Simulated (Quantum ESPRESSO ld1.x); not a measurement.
Question: The aim is neutral lanthanum in [Xe] 5d1 6s2. This ld1.x (Quantum ESPRESSO 7.5) run was made with `OMP_NUM_THREADS=1 ld1.x < ld1.in > ld1.out`. Can the result be used? Name any fault.

```
 &input
    zed=57.0,
    iswitch=1,
    rel=2,
    dft='PBE',
    config='[Xe] 5d1 6s2',
    verbosity='high',
    lsmall=.true.,
    beta=1.5,
    prefix='ld1',
    max_out_wfc=37,
    file_charge='ld1.rho',
 /
```

Output (excerpt):

```
     Program LD1 v.7.5 starts

 state nlj           5           2   1.5000000000000000       not converged   [4 such lines]
 state nlj           6           0  0.50000000000000000       not converged
     --------------------------- All-electron run ----------------------------

     dirac relativistic calculation

     atomic number is 57.00
     dft =PBE   lsd =0 sic =0 latt =0  beta=1.50 tr2=1.0E-14
     Exchange-correlation= PBE
                           (   1   4   3   4   0   0   0)
     mesh =2083 r(mesh) = 100.78089 a.u. xmin = -8.00 dx = 0.00800
     1 Ry =  13.60569312 eV, c = 137.03599908

     n l j   nl                  e(Ry)          e(Ha)          e(eV)
     Spin orbit split results
     1 0 0.5 1S 1( 2.00)   -2845.844946653   -1422.922473327 -38719.6930198
     2 0 0.5 2S 1( 2.00)    -452.839307488    -226.419653744  -6161.1926517
     2 1 0.5 2P 1( 2.00)    -427.052127333    -213.526063667  -5810.3401920
     2 1 1.5 2P 1( 4.00)    -396.687387270    -198.343693635  -5397.2068570
     3 0 0.5 3S 1( 2.00)     -96.854465829     -48.427232914  -1317.7721397
     3 1 0.5 3P 1( 2.00)     -85.988080337     -42.994040169  -1169.9274333
     3 1 1.5 3P 1( 4.00)     -80.069933792     -40.034966896  -1089.4069476
     4 0 0.5 4S 1( 2.00)     -19.555991561      -9.777995780   -266.0728199
     4 1 0.5 4P 1( 2.00)     -15.558266390      -7.779133195   -211.6809980
     4 1 1.5 4P 1( 4.00)     -14.299467001      -7.149733500   -194.5541598
     3 2 1.5 3D 1( 4.00)     -61.047120046     -30.523560023   -830.5883814
     3 2 2.5 3D 1( 6.00)     -59.781104196     -29.890552098   -813.3633582
     5 0 0.5 5S 1( 2.00)      -2.853344974      -1.426672487    -38.8217361
     5 1 0.5 5P 1( 2.00)      -1.770105639      -0.885052819    -24.0835141
     5 1 1.5 5P 1( 4.00)      -1.585954329      -0.792977165    -21.5780079
     4 2 1.5 4D 1( 4.00)      -7.748326098      -3.874163049   -105.4213471
     4 2 2.5 4D 1( 6.00)      -7.529806530      -3.764903265   -102.4482369
     5 2 1.5 5D 1( 1.00)      -0.233099027      -0.116549514     -3.1714738
     5 2 2.5 5D 1( 0.00)      -0.219359698      -0.109679849     -2.9845407
     6 0 0.5 6S 1( 2.00)      -0.269341344      -0.134670672     -3.6645757
     Averaged results
     1 0     1S 1( 2.00)   -2845.844946653   -1422.922473327 -38719.6930198
     2 0     2S 1( 2.00)    -452.839307488    -226.419653744  -6161.1926517
     2 1     2P 1( 6.00)    -406.808967291    -203.404483646  -5534.9179686
     3 0     3S 1( 2.00)     -96.854465829     -48.427232914  -1317.7721397
     3 1     3P 1( 6.00)     -82.042649307     -41.021324654  -1116.2471095
     4 0     4S 1( 2.00)     -19.555991561      -9.777995780   -266.0728199
     4 1     4P 1( 6.00)     -14.719066797      -7.359533399   -200.2631059
     3 2     3D 1(10.00)     -60.287510536     -30.143755268   -820.2533675
     5 0     5S 1( 2.00)      -2.853344974      -1.426672487    -38.8217361
     5 1     5P 1( 6.00)      -1.647338099      -0.823669050    -22.4131766
     4 2     4D 1(10.00)      -7.617214357      -3.808607179   -103.6374810
     5 2     5D 1( 1.00)      -0.224855430      -0.112427715     -3.0593140
     6 0     6S 1( 2.00)      -0.269341344      -0.134670672     -3.6645757

     final scf error:  2.2E-15 reached in  23 iterations

     Etot =  -16995.025922 Ry,   -8497.512961 Ha, -231229.107315 eV

     Ekin =   18188.893241 Ry,    9094.446621 Ha,  247472.499691 eV
     Encl =  -41348.887814 Ry,  -20674.443907 Ha, -562580.278577 eV
     Eh   =    6572.742768 Ry,    3286.371384 Ha,   89426.721081 eV
     Exc  =    -407.774118 Ry,    -203.887059 Ha,   -5548.049509 eV
```

Answer: Yes, it can be used (harmless). The line at issue: beta=1.5. The Broyden-type mixing copes: 23 iterations against 24, same energy.
